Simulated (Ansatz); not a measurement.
Job for Ansatz (a quantum-chemistry and plane-wave program): R-wB97M-V/def2-TZVPPD on C2H6F2 (a complex). Files ending in .json are basis or fitting sets from the Basis Set Exchange.

Ansatz 0.2 input:
```yaml
crystal:
  periodic: [false, false, false]
  atoms:
    - {symbol: C, position_ang: [-0.23193803, 0.52333371, 0.46189493]}
    - {symbol: F, position_ang: [1.06119503, 0.13771344, 0.82245860]}
    - {symbol: H, position_ang: [-0.80462488, 0.70245050, 1.37047248]}
    - {symbol: H, position_ang: [-0.16614723, 1.43274568, -0.13618579]}
    - {symbol: H, position_ang: [-0.68070591, -0.28023883, -0.12286077]}
    - {symbol: C, position_ang: [0.61175992, 0.30547123, 4.16412767]}
    - {symbol: F, position_ang: [-0.68194591, 0.68912258, 3.80351735]}
    - {symbol: H, position_ang: [0.54709909, -0.60190499, 4.76549193]}
    - {symbol: H, position_ang: [1.18362677, 0.12354050, 3.25556873]}
    - {symbol: H, position_ang: [1.06068152, 1.11136812, 4.74563350]}
basis:
  gaussian:
    orbitals: def2-TZVPPD.json
hamiltonian:
  xc: {name: wB97M-V}
scf: {lower_state_search: off}
```

It printed:

```
WARN ansatz: RAYON_NUM_THREADS=2 ignored (pool sized by the plan → 2); use --threads N
Functional definition: wB97M-V
these checks for a lower state are left out or cut short: stability, starts, cluster_reference, orbital_swaps, neighbouring_geometries, increment
integrals: 0.19 GiB planned
1096 factors; their error is unknown
integrals: 0.22 GiB planned
354 factors; integrals over basis functions are off by at most 2.0e-5 eV
mean field: 1.78 GiB planned
mean field evaluation 1: about -7603.5868 eV, gradient 3.4e1 eV
mean field evaluation 2: about -7604.5760 eV, gradient 2.9e1 eV
mean field evaluation 4: about -7605.6516 eV, gradient 1.4e0 eV
mean field evaluation 8: about -7605.6463 eV, gradient 6.3e-1 eV
mean field evaluation 16: about -7605.6467 eV, gradient 8.4e-6 eV
mean field -7605.64669352 eV, -279.5023606945 hartree, gradient 8.4e-6 eV, S^2 0.000000; 0 other end points of the search recorded, 0 dependent functions left out
reference -7605.64675785 eV, -279.5023630585 hartree; 18, 18 occupied and 238, 238 virtual orbitals, 1096 factors
Total energy: -7605.64675785 eV, -279.5023630585 hartree
Checks for a lower state left out: stability, starts, cluster_reference, orbital_swaps, neighbouring_geometries, increment
```

The run converged.

Cost: around 11 core-seconds (rough).
